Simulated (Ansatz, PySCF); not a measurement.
Reaction (SMILES): CN(C)[Si](Br)(Br)Br + 2 N (NH3) + 3 [SiH4] (SiH4) -> 2 CN (CH5N) [methanamine] + N[SiH3] + 3 [SiH3]Br
Each molecule is optimised on its own at B3LYP-D3(BJ)/def2-TZVP (Ansatz, a program for electronic structure), one conformer each, not searched for the lowest. Frequencies are from Ansatz or PySCF.

Quantity: bond separation energy (enthalpy at 298 K, with B3LYP-D3(BJ) rigid-rotor harmonic-oscillator terms), in kcal/mol. Correlated levels leave the core frozen unless marked. No spin-orbit coupling. Frozen are the shells of the preceding noble gas and the d and f shells that filled before the atom's block. No relativistic terms. CBS marks a two-point X^-3 extrapolation of the correlation energy; Hartree-Fock from the larger set. The bracket is a focal-point correction in the basis named.

```json
[
 {"level": "B97M-V/def2-TZVPD", "program": "Ansatz", "bond separation energy (kcal/mol)": "15.9"},
 {"level": "PBE0-D3(BJ)/def2-TZVP", "program": "Ansatz + dftd3", "bond separation energy (kcal/mol)": "14.0"},
 {"level": "r2SCAN0/def2-TZVPD", "program": "Ansatz", "bond separation energy (kcal/mol)": "11.5"},
 {"level": "SCS-MP2/def2-TZVPPD", "program": "Ansatz", "bond separation energy (kcal/mol)": "14.4"},
 {"level": "RI-MP2/CBS(def2-TZVPPD,def2-QZVPPD)+[CCSD(T)-MP2]/def2-TZVPPD", "program": "Ansatz", "bond separation energy (kcal/mol)": "[?]"}
]
```

Task: What belongs in the gaps?

Result: 
- RI-MP2/CBS(def2-TZVPPD,def2-QZVPPD)+[CCSD(T)-MP2]/def2-TZVPPD, bond separation energy (kcal/mol): 13.8
